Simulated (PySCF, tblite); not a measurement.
Isomers of C5H5ClO2S3, one GFN2-xTB conformer each. Single-point energies are computed at PBE0/pcSseg-1 (PySCF, gas phase, no added dispersion term), electronic only.

Question: Rank them by PBE0/pcSseg-1 energy, lowest first (kJ/mol).
A. `[CH3:1][S:2][c:3]1[cH:4][cH:5][c:6]([S:7](=[O:8])(=[O:9])[Cl:10])[s:11]1` with C1–S2–C3–C4 180°, C5–C6–S7–O8 -26°
B. `[CH3:1][S:2][c:3]1[cH:4][s:5][c:6]([S:7](=[O:8])(=[O:9])[Cl:10])[cH:11]1` with C1–S2–C3–C4 1°, S5–C6–S7–O8 -20°

Answer: A (0.0), B (3.0).

Neighbours under 10 kJ/mol apart (CSc1ccc(S(=O)(=O)Cl)s1 and CSc1csc(S(=O)(=O)Cl)c1) can change places with a better method, another conformer or zero-point energy. GFN2-xTB itself gives, in the same order: 0.0, 5.6. Both levels put the same isomer lowest.

Question: Which frontier levels, dipoles and rotational constants go with these structures?

Answer: 
```tsv
SMILES	HOMO (eV, PBE0/pcSseg-1)	LUMO (eV)	dipole (D)	A, B, C (MHz)
CSc1ccc(S(=O)(=O)Cl)s1	-6.82	-2.14	5.50	1545, 350.6, 331.9
CSc1csc(S(=O)(=O)Cl)c1	-6.78	-2.22	6.16	1450, 338.9, 315.8
```

Question: What happens when harmonic zero-point energies from GFN2-xTB frequencies are added?

Answer: 
```csv
SMILES,ZPE (kJ/mol),electronic (kJ/mol),with ZPE (kJ/mol)
CSc1ccc(S(=O)(=O)Cl)s1,245.9,0.0,0.0
CSc1csc(S(=O)(=O)Cl)c1,245.9,3.0,2.9
```

The zero-point energies span 0.0 kJ/mol. The order is unchanged.
